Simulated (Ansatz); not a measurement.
H6B2Si, SMILES `B[SiH2]B` (charge 0, multiplicity 1).

Cartesian coordinates (Å):
SMILES: B[SiH2]B
```xyz
9

B     -1.5942    -0.1685    -0.1297
Si     0.1210     0.7612     0.3467
B      1.4701    -0.6115    -0.2271
H     -2.1292    -0.9024     0.6470
H     -2.0733    -0.0524    -1.2184
H      0.2072     1.0352     1.8095
H      0.2817     2.0381    -0.4052
H      1.8941    -0.6258    -1.3443
H      1.8226    -1.4739     0.5214
```
Charge 0, multiplicity 1.

Frozen-core energies in 6-31g from Ansatz (a first-principles code) at a geometry from PBE0-D3(BJ)/def2-TZVP; the HF reference has <S^2> = 0.00 and the T1 diagnostic is 0.014.

```
level    energy (Ha)
-------  -----------
HF        -341.63943
MP2       -341.79444
CCSD      -341.83828
CCSD(T)   -341.84242
```

Q: Estimate the energies of CCSDT and CCSDT(Q), and give each level's difference from CCSDT(Q).

A: 
```
level     energy (Ha)  difference from CCSDT(Q) (mHa)
--------  -----------  ------------------------------
MP2        -341.79444                           49.18
CCSD       -341.83828                            5.35
CCSD(T)    -341.84242                            1.21
CCSDT      -341.84349                            0.14
CCSDT(Q)   -341.84362                            0.00
```
